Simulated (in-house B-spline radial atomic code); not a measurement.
How numerical settings move a run on Rh IV (Rh3+), [Kr] 4d6. Computed with a B-spline radial code for spherical atoms: Dirac-Hartree-Fock, average of configuration, Fermi nucleus of rms radius 4.4945 fm.

Command:
```bash
python run_scf.py task.json out
```
Settings of the sound reference run:
```
Z                45
electrons        42
configuration    [Kr] 4d6
hamiltonian      dirac
method           hf
spin_polarised   False
nucleus          fermi
rms_radius       4.4945
mass_number      103
atomic_mass      102.9055
speed_of_light   137.036
knot_spacing     0.22
spline_order     8
gauss_points     12
box_radius       16.22
max_iterations   70
damping          0.5
damped_steps     3
diis_vectors     10
tolerance        1e-08
start            Thomas-Fermi
```

Time taken, with all properties: 1.9 s on 1 thread of Arm Neoverse N1, on a shared host.

It converges in 10 iterations to -4780.655063 hartree, with 4d5/2 at -46.3943 eV. The other runs change the listed settings, some to values that make no sense; their results aren't properties of the atom or ion. Radii are in bohr (the nuclear one in fm), a minus after a letter asks for a j subshell, and «unchanged» means within 1e-8 hartree. The run stops when the residual is below 10 × tolerance × max(1, Z/10), or a noise floor if that is larger, and the energy moves by less than 1e-8 × √|E| hartree; so very loose and very tight tolerances often act alike.

| changed settings | outcome |
| --- | --- |
| electrons = 50, configuration = [Kr] 4d6 6s2 6p6, max_iterations = 50 | converged in 13 iterations to -4780.5481 hartree, a different physical problem (warning: 6s1/2 has a positive eigenvalue: unbound, held by the box) |
| knot_spacing = 0.55 | converged in 10 iterations, energy +1.74e-01 hartree from the reference, 4d5/2 level -2.1e-02 eV |
| knot_spacing = 1.4 | converged in 10 iterations, energy +7.38e+01 hartree from the reference, 4d5/2 level -6.4e+00 eV (the program warns: 2s1/2 reaches the box edge; 3s1/2 reaches the box edge) |
| speed_of_light = 40.50784 | converged in 10 iterations to -6093.2254 hartree, a different physical problem |
| spline_order = 4 | converged in 10 iterations, energy +2.33e-03 hartree from the reference, 4d5/2 level -3.3e-04 eV |
| knot_spacing = 0.75 | converged in 10 iterations, energy +7.75e+00 hartree from the reference, 4d5/2 level -6.3e-01 eV (the program warns: 2s1/2 reaches the box edge; 3s1/2 reaches the box edge) |
| knot_spacing = 0.4 | converged in 10 iterations, energy +1.37e-03 hartree from the reference, 4d5/2 level +3.4e-06 eV |
| spline_order = 3, first_knot = 0.0667, max_iterations = 60, start = bare nucleus | converged in 11 iterations, energy +5.75e+02 hartree from the reference, 4d5/2 level -2.6e+00 eV |
| max_iterations = 100, tolerance = 0.001, start = bare nucleus | converged in 9 iterations, energy unchanged, 4d5/2 level +1.8e-04 eV |
| damping = 0.8 | converged in 10 iterations, energy unchanged, 4d5/2 level -5.6e-06 eV |
| knot_spacing = 0.1 | converged in 10 iterations, energy -3.92e-08 hartree from the reference, 4d5/2 level -3.8e-07 eV |
| knot_spacing = 0.1, gauss_points = 8, max_iterations = 50, diis_vectors = 0, start = bare nucleus | converged in 23 iterations, energy -3.91e-08 hartree from the reference, 4d5/2 level +6.2e-07 eV |
| knot_spacing = 0.3 | converged in 10 iterations, energy +9.60e-06 hartree from the reference |
| spline_order = 6 | converged in 10 iterations, energy +3.77e-06 hartree from the reference, 4d5/2 level -7.0e-07 eV |
| spline_order = 7 | converged in 10 iterations, energy +2.56e-07 hartree from the reference |
| spline_order = 5 | converged in 10 iterations, energy +7.45e-05 hartree from the reference, 4d5/2 level -1.3e-05 eV |
| damping = 0 | converged in 10 iterations, energy unchanged, 4d5/2 level +1.4e-06 eV |
| spline_order = 3 | converged in 10 iterations, energy +1.34e-01 hartree from the reference, 4d5/2 level -1.3e-02 eV |

**Question.** What happens with knot_spacing = 0.15?

**Answer.** Converged in 10 iterations, energy -3.74e-08 hartree from the reference.

**Question.** What happens with damping = 0.95?

**Answer.** Converged in 10 iterations, energy unchanged.

**Question.** What happens with knot_spacing = 1?

**Answer.** Converged in 10 iterations, energy +1.48e+01 hartree from the reference, 4d5/2 level -6.7e-01 eV (the program warns: 4s1/2 reaches the box edge; 4p1/2 reaches the box edge).

**Question.** What happens with spline_order = 10?

**Answer.** Converged in 10 iterations, energy -3.50e-08 hartree from the reference.
